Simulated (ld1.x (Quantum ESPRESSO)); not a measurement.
# sulfur: one change to a TM potential, before and after

ld1.x (Quantum ESPRESSO) 7.5 input, shortened:

```
&input
   title='S', zed=16., rel=0, dft='PBE', iswitch=3,
   config='[Ne] 3s2 3p3 3d-2'
 /
 &inputp
   pseudotype=2, tm=.true., lloc=0,
   nlcc=.true., new_core_ps=.true., rcore=0.90
 /
3
3P  2  1   3.00   0.00  1.45  1.45  0.0
3D  3  2  -2.00   0.10  1.10  1.10  0.0
3S  1  0   2.00   0.00  1.20  1.20  0.0
 &test
   configts(1)='3s2 3p3'
 /
```

All-electron outer shells of the reference configuration (PBE, non-relativistic, ld1.x):

```tsv
shell	level (eV)	outermost node (bohr)	outermost maximum (bohr)
3s	-27.51	0.60	1.40
3p	-16.81	0.58	1.55
```

Change: local potential all-electron potential smoothed inside 0.95 bohr (lloc = -2).

Cutoffs: the cutoffs (Ry, on a coarse ladder) from which the occupation-weighted sum of valence levels, in a spherical-Bessel basis at the reference potential, stays within 10 and 1 mRy of its value at 400 Ry; they do not see the model core or the augmentation charge, which bear on the density cutoff. Errors are all-electron minus pseudo energies relative to the spin-unpolarised reference configuration.

Problem. What does the change do?

Solution. The potential gets neither clearly harder nor softer (50 Ry and 110 Ry → 50 Ry and 110 Ry); of the 7 tests that both files solve, the error grows in 4 and shrinks in 1 by more than 15 % and 0.3 meV (median size 4.7 → 5.8 meV); the range in which the s phases agree narrows (upper end 4.5 → 0.8); neither file shows a bound ghost.

```csv
quantity,base,changed
"cutoff, loose",50 Ry,50 Ry
"cutoff, tight",110 Ry,110 Ry
loose cutoff by channel (10 mRy a level),"p 10 Ry, s 40 Ry","s 35 Ry, p 10 Ry"
bound ghosts,none,none
"error for 3s2 3p4, meV [ΔE -11.78 eV]",+4.4,+5.8
"error for 3s2 3p2, meV [ΔE 22.30 eV]",+10,+14
"error for 3s2 3p1, meV [ΔE 56.35 eV]",+56,+78
"error for 3s1 3p5, meV [ΔE -1.60 eV]",+0.9,+1.0
"error for 3s1 3p4, meV [ΔE 10.74 eV]",-1.1,-0.7
"error for 3s2 3p4.3, meV [ΔE -13.50 eV]",+6.2,+8.2
"error for 3s0 3p6, meV [ΔE 8.70 eV]",-4.7,-4.7
s: phases at 1.60 bohr within 0.05 rad from the reference energy up to (Ry; the scan ends near 5),4.5,0.8
p: phases at 1.60 bohr within 0.05 rad from the reference energy up to (Ry; the scan ends near 5),to the end of the scan,4.3
d: phases at 1.60 bohr within 0.05 rad from the reference energy up to (Ry; the scan ends near 5),to the end of the scan,to the end of the scan
```
